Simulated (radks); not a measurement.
Values are calculated unless marked as measured or tabulated.
Spherical quantum dot in the effective-mass picture: electrons in a parabolic well V = omega^2 r^2 / 2 with omega = 0.0684, with a point charge +2 (a donor) at the centre, all in effective atomic units (hartree* = m*/eps^2 hartree, bohr* = eps/m* bohr), one dielectric constant everywhere. Level of theory: non-relativistic Kohn-Sham, PBEsol, spin-polarised, spherical densities (a radial shooting solver with Libxc functionals). Levels are named by radial order and angular momentum (1s, 1p, 1d, 2s, ...), and open shells are averaged over m. Results are scaled to m* = 0.194 and eps = 15.8, for which hartree* = 21.15 meV and bohr* = 4.31 nm.

N = 37, configuration 1s2 1p6 1d10 2s2 1f14 2p(up 1, down 0) 3s2. This is the lowest configuration that the search found (a dilute case). Occupied levels:

| level | occupation | eigenvalue (meV) | <r> (nm) |
|---|---|---|---|
| 1s up | 1 | 44.318 | 4.122 |
| 1s down | 1 | 44.324 | 4.122 |
| 2s up | 1 | 54.424 | 49.99 |
| 2s down | 1 | 54.470 | 53.23 |
| 1p up | 3 | 54.622 | 57.95 |
| 1p down | 3 | 54.643 | 59.42 |
| 1d up | 5 | 54.888 | 64.28 |
| 1d down | 5 | 54.896 | 64.54 |
| 3s up | 1 | 55.026 | 51.28 |
| 3s down | 1 | 55.112 | 49.15 |
| 1f up | 7 | 55.199 | 67.92 |
| 1f down | 7 | 55.204 | 67.85 |
| 2p up | 1 | 55.352 | 49.79 |

Energy (meV): total 1084.43, kinetic 84.701, external 138.15, Hartree 956.35, exchange-correlation -94.770.

Electron density:

| r (nm) | n(r) (e/nm^3) |
|---|---|
| 2.52 | 0.004936 |
| 8.87 | 0.00005504 |
| 15.2 | 0.00001275 |
| 21.6 | 0.00001430 |
| 27.9 | 0.00001388 |
| 34.2 | 0.00001280 |
| 40.6 | 0.00001255 |
| 46.9 | 0.00001368 |
| 53.3 | 0.00001572 |
| 59.6 | 0.00001749 |
| 65.9 | 0.00001736 |
| 72.3 | 0.00001422 |
| 78.7 | 8.936e-06 |
| 85.0 | 3.951e-06 |
| 91.3 | 1.148e-06 |
| 97.7 | 2.339e-07 |
| 104 | 3.250e-08 |
| 110 | 3.153e-09 |
| 117 | 2.108e-10 |
